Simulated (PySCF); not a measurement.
Here is a computed GFN2-xTB geometry (Å):
```
atom  x, y, z in Å
C1    -2.768    0.543   -0.802
C2    -2.057   -0.283   -0.044
C3    -0.612   -0.300   -0.039
C4     0.203   -0.981    0.785
C5    -0.206   -1.875    1.907
C6     1.685   -0.784    0.595
C7     1.928   -0.177   -0.784
P8     0.353    0.663   -1.264
C9     0.479    2.359   -0.558
S10   -0.064    0.605   -3.156
H11   -2.291    1.236   -1.477
H12   -3.845    0.539   -0.792
H13   -2.557   -0.983    0.613
H14    0.098   -2.899    1.690
H15   -1.279   -1.860    2.073
H16    0.295   -1.571    2.825
H17    2.213   -1.733    0.712
H18    2.049   -0.114    1.380
H19    2.775    0.509   -0.815
H20    2.097   -0.957   -1.533
H21   -0.492    2.846   -0.637
H22    1.202    2.917   -1.154
H23    0.790    2.327    0.484
```

Neutral, closed shell.

(1) Read off the bonds between heavy atoms and their formal orders.

(2) Write the SMILES.

(3) Name the point group.

(4) Which rings does it hold (smallest set)?

(5) Classify the heavy atoms.

(6) What is the arrangement about C9?

(7) What is the arrangement about C3?

Results:

(1) C1–C2 1.33 Å (double); C2–C3 1.44 Å (single); C3–C4 1.34 Å (double); C4–C5 1.49 Å (single); C4–C6 1.51 Å (single); C6–C7 1.53 Å (single); C7–P8 1.85 Å (single); P8–C9 1.84 Å (single); P8–S10 1.94 Å (double); C3–P8 1.83 Å (single). Bonds to hydrogen (Å): C1–H11 1.08; C1–H12 1.08; C2–H13 1.08; C5–H14 1.09; C5–H15 1.09; C5–H16 1.09; C6–H17 1.09; C6–H18 1.09; C7–H19 1.09; C7–H20 1.09; C9–H21 1.09; C9–H22 1.09; C9–H23 1.09. The orders are those of one drawing; other resonance forms can be drawn.

(2) `C=CC1=C(C)CC[P@@]1(C)=S`, C8H13PS.

(3) C1 (no symmetry element, even within 0.4 Å).

(4) C3–C4–C6–C7–P8 (5 members, 0.11 Å rms from planarity).

(5) C1: terminal =CH2 carbon; C2: alkene CH carbon; C3: fully substituted alkene carbon; C4: fully substituted alkene carbon; C5: allylic carbon; C6: allylic carbon; C7: sp3 carbon bound to phosphorus; P8: phosphorus bonded to 3 C and S; C9: sp3 carbon bound to phosphorus; S10: sulfur bonded to P.

(6) It has 4 neighbours (P8, H21, H22, H23) and is tetrahedral (angles from 107.9° to 111.1°).

(7) It has 3 neighbours (C2, C4, P8) and is planar (angles 127.9°, 121.2° and 110.8°, sum 360.0°, 0.01 Å off the plane of its three neighbours).
